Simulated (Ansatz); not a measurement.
Reaction (isomerisation): `N[C@@H](F)[Si@@H](O)F` → `N[SiH2]C(O)(F)F`

Calculated with Ansatz (gas phase, PBE0-D4/def2-TZVP geometries, no zero-point term in ΔE). CCSD(T)/CBS adds triple-zeta CCSD(T) − MP2 to the extrapolated MP2 energy (def2 sets, frozen cores). Functionals use def2-TZVPP. Each species was taken in one conformer, which may not be the lowest.

| species | r2SCAN-D4 energy (Eh) |
| --- | --- |
| `N[C@@H](F)[Si@@H](O)F` | -660.37200 |
| `N[SiH2]C(O)(F)F` | -660.28569 |

**Question.** Work out ΔE.

**Answer.** ΔE = (-660.28569) − (-660.37200) = 0.08631 Eh = +54.2 kcal/mol. CCSD(T)/CBS gives +56.9 kcal/mol.

Largest T1 diagnostic among the species: 0.012.

From PBE to PBE0 (25 % exact exchange), in def2-TZVPP and without D4, ΔE moves by +1.0 kcal/mol.
